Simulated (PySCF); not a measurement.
Mo(O)2(Cl)(OMe) (CH3ClMoO3), SMILES [O]=[Mo](=[O])([O]C)[Cl], multiplicity 1.

The structure is a stationary point at B3LYP-D3(BJ)/def2-SVP. The multiplicity is an assumed one; other spin states were not compared. The def2 effective core potentials stand for the cores of Mo; spin–orbit coupling is left out. One conformer was computed; it need not be the lowest.

Calculation: PBE/def2-TZVP run with PySCF.

Gas-phase values at a fixed geometry.

Computed frontier levels, gap, dipole moment and polarisability:
```yaml
highest_occupied_level: -7.71 eV
lowest_empty_level: -3.52 eV
orbital_gap: 4.19 eV
dipole_moment: 3.77 D
quadrupole, principal values (traceless, Buckingham form, about the centre of nuclear charge): -6.25, -5.43, 11.68 D·Å
mean_static_polarisability: 75.8 bohr³ (11.23 Å³)
polarisability_principal_values: 62.6, 72.4, 92.3 bohr³
```
